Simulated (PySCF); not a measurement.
## Two-component Hartree-Fock for Ni (nickel, neutral)

Start: [Ar] 3d8 4s2; 3d3/2 filled at m_j = -3/2, -1/2, +1/2, +3/2; 3d5/2 filled at m_j = -1/2, +1/2, +3/2, +5/2. Calculated with PySCF 2.14 in x2c-QZVPPall-2c: generalised Hartree-Fock with the X2C-1e Hamiltonian and a Gaussian nucleus; one run each with spin-orbit coupling (SO) switched off, then screened by Boettger's factors.

```tsv
spinor shell	electrons	ε, spin-free (eV)	ε, screened SO (eV)	weight of nominal j (screened SO)	rms radius, screened SO (bohr)
1s1/2	2	-8402.8	-8402.6	1.000	0.0624
2s1/2	2	-1051.0	-1051.0	1.000	0.265
2p1/2	2	-900.19	-912.60	0.999	0.236
3s1/2	2	-136.14	-136.12	1.000	0.795
3p1/2	2	-89.843	-93.697	0.797	0.843
3p3/2	4	-89.843	-87.917	0.898	0.852
3d3/2	4	-18.813	-18.747	0.686	1.11
3d5/2	4	-18.813	-18.888	0.731	1.11
4s1/2	2	-7.655	-7.654	1.000	3.27
```

Question: Where does 2p3/2 lie, and what is the 2p spin-orbit splitting (screened SO)?

Answer: At -894.09 eV, 18.518 eV above 2p1/2.

```csv
quantity,spin-free,screened SO
E (hartree),-1519.11215,-1519.15026
M_J,4,4
⟨J²⟩,20.011,20.011
⟨L²⟩,12.006,12.013
⟨S²⟩,2.005,2.005
```

Each row is a mean over spinors that exchange with the open shell spreads, by up to 10.785 eV (3p3/2).

Rows whose weight is well below 1 are mixtures of j = l ± 1/2: exchange outweighs spin-orbit coupling there, and the label is only the starting occupation.

Without spin-orbit coupling the j labels of p, d and f shells carry no meaning; the spin-free column gives the mean over the occupied spinors of each nl shell.
